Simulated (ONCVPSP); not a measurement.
**What one change does to a pseudopotential (B, ONCV)**

```json
{
  "Element": "B",
  "Generator": "ONCVPSP 4.0.1",
  "Type": "optimised norm-conserving Vanderbilt (ONCV)",
  "Functional": "LDA (Perdew-Wang 92)",
  "Relativity": "scalar-relativistic",
  "Frozen core": "[He]",
  "Valence charge": "3",
  "Reference configuration": "2s1 2p2",
  "Partial waves": "2s: rc 1.40 bohr, ncon 4, nbas 8, qcut 4.8 1/bohr, 2 projectors, debl 3 Ha; 2p: rc 2.50 bohr, ncon 3, nbas 6, qcut 6.9 1/bohr, 2 projectors, debl 3.7 Ha",
  "Local potential": "polynomial inside 1.20 bohr (lpopt 1, dvloc0 0 Ha)",
  "Core correction": "Teter function, fcfact 2.25, rcfact 1.7"
}
```

Change: p: qcut 10.3.

Cutoffs: the cutoffs (Ha) at which the residual kinetic energy of the hardest occupied pseudo-wave falls to 1 and 0.1 mHa per electron; they do not see the model core or the augmentation charge, which bear on the density cutoff. Errors are all-electron minus pseudo energies relative to the spin-unpolarised reference configuration.

Problem. What does the change do?

Solution. The potential gets neither clearly harder nor softer (11 Ha and 45 Ha → 11 Ha and 45 Ha); of the 4 tests that both files solve, the error grows in 1 and shrinks in 0 by more than 15 % and 0.3 meV (median size 37.1 → 32.6 meV); the range in which the p phases agree widens (upper end 0.9 → at the end of the scan); neither file shows a bound ghost.

```csv
quantity,base,changed
"cutoff, loose",11 Ha,11 Ha
"cutoff, tight",45 Ha,45 Ha
loose cutoff by channel,"s 11 Ha, p 10.0 Ha","s 11 Ha, p 10 Ha"
bound ghosts,none,none
GHOST(+) flags under 300 eV,none,none
"error for 2s2 2p1, meV [ΔE -5.68 eV]",0.0,+0.8
"error for 2s2 2p0, meV [ΔE 2.64 eV]",+59,+52
"error for 2s1 2p0, meV [ΔE 27.93 eV]",+167,+143
"error for 2s1 2p1, meV [ΔE 8.59 eV]",+15,+13
s: phases at 1.42 bohr within 0.05 rad from the reference energy up to (Ha; the scan ends near 5),to the end of the scan,to the end of the scan
p: phases at 2.53 bohr within 0.05 rad from the reference energy up to (Ha; the scan ends near 5),0.9,to the end of the scan
"rms error of d²Exc/dni dnj with the model core, mHa",0.73,0.69
```
